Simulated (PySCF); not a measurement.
Stepwise substitution at one centre (Ga F-NH2). All species are isolated molecules in the gas phase. One relaxed conformer stands for each flexible species; it need not be the lowest. Strings in code marks are SMILES.

The LUMO from two functionals at the same geometries (PBE0-D4/def2-TZVP), both in PySCF: PBE-D3(BJ)/def2-TZVP and PBE0-D4/def2-TZVP. 

```
species                                             PBE0-D4/def2-TZVP (eV)
--------------------------------------------------  ----------------------
0 of 3 F replaced by NH2 (`[F][Ga]([F])[F]`)                         -2.34
1 of 3 F replaced by NH2 (`[Ga]([F])([F])[NH2]`)                     -1.15
2 of 3 F replaced by NH2 (`[Ga]([F])([NH2])[NH2]`)                   -0.32
```

Problem. What does PBE-D3(BJ)/def2-TZVP give for each?

Solution. 
- 0 of 3 F replaced by NH2 (`[F][Ga]([F])[F]`): -3.36
- 1 of 3 F replaced by NH2 (`[Ga]([F])([F])[NH2]`): -2.12
- 2 of 3 F replaced by NH2 (`[Ga]([F])([NH2])[NH2]`): -1.22
Over these rows, drawn at random from the members with no instability flagged (it was tested for open shells, ions and some series alone), PBE minus PBE0-D4: mean -0.96 eV, from -1.02 eV to -0.90 eV.
